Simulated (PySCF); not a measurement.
Electrostatic solvation of a mixed set.

Level: PBE0/def2-SVPD in PySCF, non-relativistic, each on one gas-phase PBE0-D3(BJ)/def2-SVP geometry that isn't relaxed in the solvent. The solvent is an IEF-PCM continuum (Bondi radii, 1.10 Å for H, scaled by 1.2). Specific hydrogen bonds and non-electrostatic terms are outside this model. Spin–orbit coupling is left out although an atom past zinc is present.

Problem. Order them by E(solvent) − E(gas) in chloroform (ε = 4.711), most negative first (kcal/mol).
A. `[H]/[N:8]=[C:6](/[C@@H:3]([C:2]#[CH:1])[CH:4]=[CH2:5])[CH3:7]` with C2–C3–C4–C5 5°, C2–C3–C6–C7 -48°
B. `[CH3:1][CH2:2][SiH2:3][AsH:4][SiH3:5]` with C1–C2–Si3–As4 -51°, C2–Si3–As4–Si5 -61°
C. `[CH3:1][NH:2][c:3]1[cH:4][cH:5][cH:6][cH:7][cH:8]1` with C1–N2–C3–C4 -9° (N-methylaniline)
D. `[CH3:1][CH2:2][C@@H:3]1[C@H:4]([CH3:5])[P@H+:6]1[CH3:7]` (charge +1) with C1–C2–C3–C4 161°

Solution. D (-42.5), A (-4.7), C (-3.7), B (-0.8).

| SMILES | charge | ΔE (kcal/mol) | polarisation term (kcal/mol) | HOMO shift (eV) | dipole gas (D) | dipole solvent (D) | atoms | lowest singlet, gas (eV) | lowest singlet, solvent (eV) |
| --- | --- | --- | --- | --- | --- | --- | --- | --- | --- |
| CC[C@@H]1[C@H](C)[P@H+]1C | 1 | -42.5 | -43.3 | +3.41 | – | – | 21 | 7.15 | 7.20 |
| [H]/N=C(\C)[C@@H](C#C)C=C | 0 | -4.7 | -5.2 | -0.04 | 2.14 | 2.66 | 17 | 5.30 | 5.35 |
| CNc1ccccc1 | 0 | -3.7 | -4.1 | -0.02 | 1.98 | 2.53 | 17 | 4.64 | 4.54 |
| CC[SiH2][AsH][SiH3] | 0 | -0.8 | -0.9 | +0.05 | 0.99 | 1.23 | 16 | 5.90 | 5.93 |

The ion comes first with 42.5 kcal/mol, the neutral species gain 4.7 at most. The polarisation term is half the interaction of the solute with the induced surface charges. No dipole is given for ions, as it depends on the origin. Singlets are vertical TDDFT energies (frozen core, non-equilibrium response), the lowest in each medium.
